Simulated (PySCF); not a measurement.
A ladder of Hamiltonians for Cu²⁷⁺ (copper, charge +27)

Occupied: 1s1/2. Hartree-Fock calculated with PySCF 2.14 in an uncontracted even-tempered set (16 s from 2.9 bohr⁻², ratio 2.7; 11 p from 3.5 bohr⁻², ratio 2.7), Gaussian nucleus throughout. NR is non-relativistic, sf-X2C the spin-free one-electron X2C Hamiltonian, X2C adds the bare one-electron spin-orbit term, X2C-SNSO screens it by Boettger's factors, DC is four-component Dirac-Coulomb, and the Gaunt and Breit terms are added at first order (total energies over the DC spinors, levels after relaxing the spinors in that mean field). QED terms are absent. Levels marked empty are virtual spinors of this ion.

```json
{"Hamiltonian": "NR", "E (hartree)": "-822.9760", "E − E(DC) (hartree)": "9.3277", "CPU seconds": "0.23"}
{"Hamiltonian": "sf-X2C", "E (hartree)": "-832.1471", "E − E(DC) (hartree)": "0.1566", "CPU seconds": "0.12"}
{"Hamiltonian": "X2C", "E (hartree)": "-832.1471", "E − E(DC) (hartree)": "0.1566", "CPU seconds": "0.12"}
{"Hamiltonian": "X2C-SNSO", "E (hartree)": "-832.1471", "E − E(DC) (hartree)": "0.1566", "CPU seconds": "0.12"}
{"Hamiltonian": "DC", "E (hartree)": "-832.3037", "E − E(DC) (hartree)": "0.0000", "CPU seconds": "1.8"}
{"Hamiltonian": "DC+Gaunt", "E (hartree)": "-831.9852", "E − E(DC) (hartree)": "0.3184", "CPU seconds": "5"}
{"Hamiltonian": "DC+Breit", "E (hartree)": "-831.9852", "E − E(DC) (hartree)": "0.3184", "CPU seconds": "27"}
```

Give the 2p spin-orbit interval with each Hamiltonian that has one.

X2C 27.97; X2C-SNSO 26.99; DC 26.39; DC+Gaunt 25.54; DC+Breit 25.54 (eV).

```tsv
level (eV)	NR	sf-X2C	X2C	X2C-SNSO	DC	DC+Gaunt	DC+Breit
1s1/2	-10953.6	-11072.2	-11072.2	-11072.2	-11076.4	-11067.9	-11067.9
2s1/2 (empty)	-2553.1	-2587.7	-2587.7	-2587.7	-2588.1	-2587.2	-2587.3
2p1/2 (empty)	-2500.5	-2514.9	-2533.7	-2533.1	-2532.8	-2531.0	-2531.3
2p3/2 (empty)	-2500.5	-2514.9	-2505.8	-2506.1	-2506.4	-2505.4	-2505.7
3s1/2 (empty)	-1119.4	-1131.5	-1131.5	-1131.5	-1131.6	-1131.3	-1131.3
```

Weight of the small component: 1s1/2 0.0111, 2s1/2 0.00255, 2p1/2 0.00252, 2p3/2 0.00250, 3s1/2 0.00112.

Koopmans' value for the highest occupied level at DC+Breit: 11067.9 eV, against an ionisation energy of 11062.4 eV (theoretical estimate listed by NIST; NIST Atomic Spectra Database, ionization energies); the former lacks relaxation, correlation, QED and recoil.

The whole ladder took 41 s of wall time on 1 thread of Intel(R) Xeon(R) Platinum 8488C (shared host), launched as `OMP_NUM_THREADS=1 python relrun2.py TASK.json OUT` (a driver that calls PySCF for each Hamiltonian).
